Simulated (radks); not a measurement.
The numbers below are computed, except where a source is named.
Spherical quantum dot in the effective-mass picture: electrons in a hard-walled sphere of radius 3.67, all in effective atomic units (hartree* = m*/eps^2 hartree, bohr* = eps/m* bohr), one dielectric constant everywhere. Level of theory: non-relativistic Kohn-Sham, r2SCAN, spin-polarised, spherical densities, generalised Kohn-Sham scheme (a radial shooting solver with Libxc functionals). Levels are named by radial order and angular momentum (1s, 1p, 1d, 2s, ...), and open shells are averaged over m. Results are scaled to m* = 0.088 and eps = 16.7, for which hartree* = 8.586 meV and bohr* = 10.04 nm.

N = 7, configuration 1s2 1p(up 3, down 2). This is the lowest configuration that the search found. Occupied and some empty levels:

level,occupation,eigenvalue (meV),<r> (nm)
1s up,1,23.840,21.90
1s down,1,24.090,21.82
1p up,3,26.214,23.75
1p down,2,26.513,23.73
1d up,0,29.858,25.10
1d down,0,30.208,25.10
2s up,0,34.525,17.38
1f up,0,34.574,26.11
2s down,0,34.783,17.40
1f down,0,34.979,26.12

Energy (meV): total 104.014, kinetic 41.674, external 0, Hartree 82.322, exchange-correlation -19.982.

Electron density:

r (nm),n(r) (e/nm^3)
1.88,0.00001920
3.71,0.00002148
5.55,0.00002525
7.39,0.00003037
9.23,0.00003670
11.1,0.00004389
12.9,0.00005153
14.8,0.00005886
16.6,0.00006518
18.4,0.00006972
20.3,0.00007165
22.1,0.00007021
23.9,0.00006497
25.8,0.00005595
27.6,0.00004414
29.5,0.00003101
31.3,0.00001844
33.1,8.346e-06
35.0,2.066e-06
36.8,4.835e-09
